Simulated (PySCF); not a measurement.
System: BF2, doublet: symmetric bend, bond length relaxed. Scanned: F-B-F angle. Other coordinates (B-F bond length) were minimised at B3LYP/def2-TZVP.

The free coordinates were minimised at B3LYP/def2-TZVP in PySCF; the energy column is PySCF with CCSD(T) on UHF/cc-pVTZ, 3 core orbitals frozen, in eV.

```tsv
a / °	B-F bond length / Å	E
180	1.309	—
170	1.309	1.952
160	1.307	1.303
150	1.305	0.753
140	1.305	0.337
130	1.306	0.077
120	1.311	0.000
110	1.321	0.146
100	1.340	0.582
90	1.372	1.417
```

Dashes: no converged value, or the column stops at the first point that the program doubted or that broke a chosen test of continuity, which isn't proof of a fault.

The scan ran from 180.0 to 80.0; beyond the range shown the relaxed coordinates jump or full CI changes its symmetry label.
